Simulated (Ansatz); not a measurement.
Ideal-gas functions of H4NPZn (`P[NH][ZnH]`) at 800 K and 1 bar, from an Ansatz frequency run at PBE0-D4/def2-TZVP.

Molar mass 114.4 g/mol, point group Cs (symmetry number 1), electronic degeneracy 1, moments of inertia 14.996, 232.292, 243.058 u Å². Harmonic wavenumbers (cm⁻¹, unscaled): 127, 140, 319, 466, 486, 576, 880, 929, 953, 1153, 1236, 1970, 2328, 2334, 3635.

Use S(trans) = R[1.5 ln M + 2.5 ln T − 1.1517]; rotational temperatures θ = 24.2544 K / I; S(rot) = R[ln(√π/σ · √(T³/θAθBθC)) + 1.5]; for each mode x = 1.438777 ν̃/T, S = R[x/(eˣ − 1) − ln(1 − e⁻ˣ)] and H = RT x/(eˣ − 1); 1 cm⁻¹ = 0.0119627 kJ/mol; R = 8.31446 J/(mol·K).

**Question.** By hand: the entropy, in J/(mol·K).

**Answer.** Translation 188.5. Rotation: θ = 1.6174, 0.1044, 0.0998 K, giving 117.6. Vibration, mode by mode: 20.61, 19.80, 13.05, 10.02, 9.69, 8.38, 5.31, 4.95, 4.78, 3.60, 3.20, 1.12, 0.66, 0.66, 0.09, in all 105.9. Electronic 0.0. Sum 412.0 J/(mol·K).

**Question.** By hand: H − E and G − E in kJ/mol, counted from the electronic energy.

**Answer.** Zero-point energy ½ × 17532 × 0.0119627 = 104.9; thermal vibration 42.1; translation, rotation and pV give 4 RT = 26.6. H − E = 173.6 kJ/mol, and G − E = 173.6 − 800 × 412.0/1000 = -156.0 kJ/mol.

Vibration gives 26 % of the entropy, 40.4 J/(mol·K) of it from the modes under 150 cm⁻¹: soft modes count most, and the harmonic formula is weakest for them. The sum counts one conformer and one mirror image; others add a mixing term.
